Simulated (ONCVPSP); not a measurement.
Before and after: ONCV potential for gold

| Item | Value |
| --- | --- |
| Element | gold (Au) |
| Generator | ONCVPSP 4.0.1 |
| Type | optimised norm-conserving Vanderbilt (ONCV) |
| Functional | LDA (Perdew-Wang 92) |
| Relativity | fully relativistic |
| Frozen core | [Kr] 4d10 4f14 |
| Valence charge | 19 |
| Reference configuration | 5s2 5p6 5d10 6s1 |
| Partial waves | 5s+6s: rc 1.25 bohr, ncon 3, nbas 7, qcut 9.3 1/bohr, 3 projectors, debl 2.2 Ha; 5p: rc 1.05 bohr, ncon 4, nbas 7, qcut 8.7 1/bohr, 1 projector; 5d: rc 1.85 bohr, ncon 4, nbas 8, qcut 6.9 1/bohr, 2 projectors, debl 0.4 Ha; f scattering state at 0.05 Ha: rc 1.45 bohr, ncon 4, nbas 8, qcut 8 1/bohr, 2 projectors, debl 2 Ha |
| Local potential | polynomial inside 0.70 bohr (lpopt 5, dvloc0 0 Ha) |
| Core correction | none |

Open shells are filled in proportion to 2j + 1.

All-electron outer shells of the reference configuration (LDA (PZ), scalar-relativistic, ld1.x):

```csv
shell,level (eV),outermost node (bohr),outermost maximum (bohr)
5s,-108.78,0.48,0.84
4f,-81.59,–,0.37
5p,-60.06,0.52,0.96
5d,-7.12,0.56,1.21
6s,-6.09,1.11,2.32
```

Change: s: rc 1.54.

Cutoffs: the cutoffs (Ha) at which the residual kinetic energy of the hardest occupied pseudo-wave falls to 1 and 0.1 mHa per electron; they do not see the model core or the augmentation charge, which bear on the density cutoff. Errors are all-electron minus pseudo energies relative to the spin-unpolarised reference configuration.

**Question.** How do hardness, ghosts and transferability respond?

**Answer.** The potential gets neither clearly harder nor softer (99 Ha and 131 Ha → 99 Ha and 131 Ha); both files keep a bound ghost (f, p, s); of the 3 tests that both files solve, the error grows in 0 and shrinks in 3 by more than 15 % and 0.3 meV (median size 0.9 → 0.3 meV). That the errors move this way runs against the usual rule that smaller radii transfer better.

```tsv
quantity	base	changed
cutoff, loose	99 Ha	99 Ha
cutoff, tight	131 Ha	131 Ha
loose cutoff by channel	s 34 Ha, p 99 Ha, d 19 Ha	s 29 Ha, p 99 Ha, d 19 Ha
bound ghosts	s, p3/2, f7/2, p1/2, f5/2	s, p3/2, f7/2, p1/2, f5/2
GHOST(+) flags under 300 eV	none	none
tests with a reliable result	3 of 4	3 of 4
error for 5s2 5p6 5d10 6s0, meV [ΔE 9.78 eV]	+0.8	+0.3
error for 5s2 5p6 5d9 6s0, meV [ΔE 31.31 eV]	+0.9	+0.3
error for 5s2 5p6 5d8 6s0, meV [ΔE 65.48 eV]	+2.1	+1.5
p3/2: phases at 1.07 bohr within 0.05 rad from the reference energy up to (Ha; the scan ends near 5)	to the end of the scan	to the end of the scan
p1/2: phases at 1.07 bohr within 0.05 rad from the reference energy up to (Ha; the scan ends near 5)	to the end of the scan	to the end of the scan
d5/2: phases at 1.87 bohr within 0.05 rad from the reference energy up to (Ha; the scan ends near 5)	to the end of the scan	to the end of the scan
d3/2: phases at 1.87 bohr within 0.05 rad from the reference energy up to (Ha; the scan ends near 5)	to the end of the scan	to the end of the scan
f7/2: phases at 1.47 bohr within 0.05 rad from the reference energy up to (Ha; the scan ends near 5)	4.4	4.4
f5/2: phases at 1.47 bohr within 0.05 rad from the reference energy up to (Ha; the scan ends near 5)	4.6	4.6
```

 A true bound ghost makes a file unfit for plane-wave use even where its test errors are small: the radial tests pick states by their node count and pass the ghost by.
